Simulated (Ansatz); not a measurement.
C2H10N2Si can be A, `CN[SiH2]CN`, or B, `CN(C)N[SiH3]`.

Calculated with Ansatz (gas phase, PBE0-D4/def2-TZVP geometries, no zero-point term in ΔE). CCSD(T)/CBS is the MP2 limit (def2-TZVPP, def2-QZVPP) plus CCSD(T) − MP2 in def2-TZVPP, frozen cores. DFT in def2-TZVPP. B3LYP here is the variant with VWN-RPA as its local correlation; programs differ in this. Each species was taken in one conformer, which may not be the lowest.

(1) Which is lower in electronic energy at CCSD(T)/CBS, and by how much? (Best estimate.)

(2) Give E(B) − E(A) in kJ/mol with PBE0-D4, B2PLYP, r2SCAN-D4, MP2/def2-TZVPP, B3LYP-D4, ωB97M-V, CCSD(T)/def2-TZVPP. (Estimate.)

Largest T1 diagnostic: 0.010.

## Answers

(1) Ansatz gave: A, by 120.8 kJ/mol.

(2) The calculation gave: PBE0-D4 117.1, B2PLYP 116.5, r2SCAN-D4 116.4, MP2/def2-TZVPP 121.0, B3LYP-D4 113.7, ωB97M-V 119.2, CCSD(T)/def2-TZVPP 116.6. None reverses the order clearly.

From PBE to PBE0 (25 % exact exchange), in def2-TZVPP and without D4, E(B) − E(A) moves by +4.3 kJ/mol.
